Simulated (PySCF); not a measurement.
CHBClNO. Atoms are numbered in the order given.

```xyz
6

B     -0.8804     0.7159     0.0000
Cl     0.3947     1.9231     0.0000
H     -2.0255     1.0798     0.0000
N     -0.5506    -0.6563     0.0000
C     -0.0170    -1.7325     0.0000
O      0.4593    -2.7954     0.0000
```

Geometry optimised at ωB97X-D3(BJ)/def2-SVP. Other conformers were not sampled.

Level of theory: PySCF with ωB97X-D3(BJ)/def2-SVP.

Frequencies are harmonic and unscaled.

Problem. Give all harmonic wavenumbers and intensities. (An estimate is asked for; the answer gives what the named calculation found.)

Solution. 
| mode | ν (cm⁻¹) | IR (km/mol) | Raman (Å⁴/amu) | depolarisation | moving atoms (share of kinetic energy) |
|---|---|---|---|---|---|
| 1 | 32 | 0.1 | 4.4 | 0.70 | O 34 %, N 33 %, Cl 24 % |
| 2 | 143 | 0.4 | 0.5 | 0.75 | N 48 %, H 21 %, B 16 %, O 13 % |
| 3 | 373 | 8.0 | 0.7 | 0.25 | N 43 %, Cl 33 %, C 9 % |
| 4 | 601 | 41.8 | 0.7 | 0.69 | C 71 %, O 16 %, N 13 % |
| 5 | 644 | 38.6 | 0.1 | 0.75 | C 72 %, N 14 %, O 14 % |
| 6 | 790 | 65.3 | 9.6 | 0.09 | B 65 %, Cl 18 %, H 8 % |
| 7 | 839 | 38.8 | 1.1 | 0.75 | H 61 %, B 36 % |
| 8 | 943 | 124.2 | 6.6 | 0.54 | B 38 %, H 38 %, O 17 % |
| 9 | 1163 | 311.7 | 2.4 | 0.63 | H 56 %, B 35 % |
| 10 | 1653 | 174.5 | 29.6 | 0.31 | N 54 %, O 30 %, B 13 % |
| 11 | 2485 | 1883.7 | 2.0 | 0.22 | C 69 %, N 19 %, O 12 % |
| 12 | 2699 | 122.0 | 126.6 | 0.18 | H 91 %, B 9 % |
